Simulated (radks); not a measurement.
Problem. Valence configurations of Se3+ (all share [Ar]). Method: Dirac Kohn-Sham, PBEsol, spin-unpolarised, spherical densities, point nucleus; open shells fill j = l - 1/2 first; computed with a radial shooting solver on a logarithmic mesh with Libxc functionals. Order these by energy: 3d10 4s1 4p2; 3d8.5 4s1.5 4p3; 3d9.5 4s2 4p1.5; 3d9 4s2 4p2; 3d8 4s2 4p3; 3d10 4s2 4p1; 3d8 4p5; 3d8 4s1 4p4.

Solution. From the lowest, in eV above it: 3d10 4s2 4p1 0.000; 3d10 4s1 4p2 12.547; 3d9.5 4s2 4p1.5 27.293; 3d9 4s2 4p2 57.052; 3d8.5 4s1.5 4p3 96.862; 3d8 4s2 4p3 125.02; 3d8 4s1 4p4 139.73; 3d8 4p5 154.53. NIST lists [Ar] 3d10 4s2 4p1 as the ground configuration; this level of theory agrees among the configurations tried. The energies are those of spherical spin-averaged densities, not of single terms.
